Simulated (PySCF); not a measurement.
**`O1C[C@H](C=C)C[Si@H]1F`, C5H9FOSi**

Geometry:
| atom | x (Å) | y (Å) | z (Å) |
| --- | --- | --- | --- |
| C1 | 1.890 | 0.963 | 0.517 |
| C2 | 1.593 | -0.154 | -0.120 |
| C3 | 0.288 | -0.510 | -0.772 |
| C4 | -0.427 | -1.559 | 0.112 |
| O5 | -1.188 | -0.907 | 1.101 |
| Si6 | -1.584 | 0.630 | 0.756 |
| F7 | -3.183 | 0.747 | 0.574 |
| C8 | -0.685 | 0.665 | -0.913 |
| H9 | 1.202 | 1.784 | 0.612 |
| H10 | 2.856 | 1.103 | 0.971 |
| H11 | 2.333 | -0.944 | -0.178 |
| H12 | 0.509 | -0.963 | -1.745 |
| H13 | 0.288 | -2.214 | 0.617 |
| H14 | -1.101 | -2.172 | -0.495 |
| H15 | -1.245 | 1.509 | 1.849 |
| H16 | -1.393 | 0.456 | -1.718 |
| H17 | -0.160 | 1.577 | -1.179 |

Method: TDDFT CAM-B3LYP/def2-SVPD circular dichroism and optical rotation, one conformer, gas phase in PySCF. Geometry: GFN2-xTB.

The molecule is flexible and this is one conformer; a measurement averages over conformers.

Draw the ECD and absorption spectra from the lowest 12 states, each a Gaussian of half-width 0.3 eV at 1/e height.


```
E (eV)  λ (nm)  Δε (L mol⁻¹ cm⁻¹)  ε (L mol⁻¹ cm⁻¹)
  6.88     180              -1.59               822
  6.98     178              -4.53              2290
  7.08     175             -10.51              5140
  7.18     173             -19.81              9340
  7.28     170             -30.36             13800
  7.38     168             -37.68             16500
  7.48     166             -37.39             16100
  7.58     164             -28.53             13000
  7.68     162             -14.58              8890
  7.78     159              -1.32              5510
  7.88     157              +6.58              3630
  7.98     155              +7.41              3040
  8.08     154              +2.31              3210
  8.18     152              -5.97              3720
  8.28     150             -14.30              4250
  8.38     148             -20.02              4520
```
Δε uses R in velocity form, ε uses f in length form. Only the states computed contribute, so the short-wavelength end is incomplete.

The sign of the CD band at 152 nm isn't settled: the length form gives the opposite one.
